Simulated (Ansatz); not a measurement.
`[NH2][Nb](=[O])([F])[Cl]`, relaxed with RKS PBE0-D4/def2-TZVP in the Gaussian-basis code of Ansatz from a PBE-D4/def2-SVP geometry. The force threshold is 0.005 eV/Å; the program also tests the step.

Total charge 0; spin multiplicity 1. Nb: def2 effective core potential.

Start:

```xyz
7

N    -1.038   -0.210    0.600
Nb    0.641    0.215   -0.314
O     0.339    1.743   -1.010
F     2.060    0.303    0.926
Cl    1.073   -1.372   -1.960
H    -1.196   -1.057    1.161
H    -1.880    0.377    0.598
```

| step | energy (eV) | largest force (eV/Å) | largest move (Å) |
| --- | --- | --- | --- |
| 1 | -20358.7568 | 1.091 | 0.000 |
| 2 | -20358.7923 | 0.274 | 0.040 |
| 3 | -20358.7945 | 0.051 | 0.015 |
| 4 | -20358.7947 | 0.025 | 0.008 |
| 5 | -20358.7948 | 0.010 | 0.002 |
| 6 | -20358.7948 | 0.007 | 0.001 |
| 7 | -20358.7948 | 0.002 | 0.002 |

End:

```xyz
7

N    -1.033   -0.208    0.601
Nb    0.632    0.215   -0.310
O     0.343    1.722   -1.003
F     2.045    0.310    0.916
Cl    1.060   -1.360   -1.939
H    -1.190   -1.054    1.134
H    -1.857    0.375    0.600
```

It took 24 s on 4 threads of an Arm Neoverse V1 on a shared host, with 0.45 GiB of host memory at the peak.
